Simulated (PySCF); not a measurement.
**Property card for `C=CC(=C)C#CC#N`**

Compound: C₇H₅N.
Atom-mapped SMILES: `[CH2:1]=[CH:2][C:3](=[CH2:4])[C:5]#[C:6][C:7]#[N:8]` (hydrogens: H9, H10 on C1; H11 on C2; H12, H13 on C4)

Among its groups: nitrile, alkyne and C=C double bond.

From GFN2-xTB geometry:

- Point group of the GFN2-xTB geometry: Cs
- Rotational constants A, B, C of the GFN2-xTB geometry: 4.383, 1.053, 0.849 GHz

From wB97X-D/def2-SVPD ground state and vertical TDDFT (core frozen in the response) (PySCF):

* Dipole moment: 5.09 D
* HOMO energy: -9.18 eV
* LUMO energy: -0.64 eV
* HOMO–LUMO gap: 8.54 eV
* Lowest singlet excitation: 4.78 eV (260 nm, f = 0.000)
* Strongest line among the 8 lowest singlet transitions: S7 at 6.85 eV (181 nm, f = 0.466)
* Lowest triplet excitation (Tamm–Dancoff): 2.92 eV
* Static isotropic polarisability: 96.3 au
* Electronic spatial extent ⟨r²⟩ about the centre of nuclear charge: 1260 bohr²

Monoisotopic mass from the formula: 103.0422 u.

The vertical singlet–triplet gap S1 − T1 is 1.86 eV (TDDFT singlet less Tamm–Dancoff triplet). The principal polarisabilities are 51.6, 94.4 and 142.9 au; their mean is the isotropic value. The largest Löwdin shares of the HOMO are 0.24 on C4, 0.16 on C3, 0.16 on C1 and 0.12 on C2. The largest Löwdin shares of the LUMO are 0.26 on C4, 0.15 on C3, 0.12 on C5 and 0.11 on C6. The rotational constants make it an asymmetric top with κ = (2B − A − C)/(A − C) = -0.88, nearer the prolate limit (−1). No computed singlet falls in the visible range (750 to 380 nm, 1.65 to 3.26 eV); S1 lies 1.52 eV above its blue end. The 8 singlets span 4.78 to 6.98 eV, and their oscillator strengths add up to 1.05.

Isolated species at its GFN2-xTB geometry (one conformer only).

Conformer computed: `[CH2:1]=[CH:2][C:3](=[CH2:4])[C:5]#[C:6][C:7]#[N:8]`: C1–C2–C3–C4 180°.
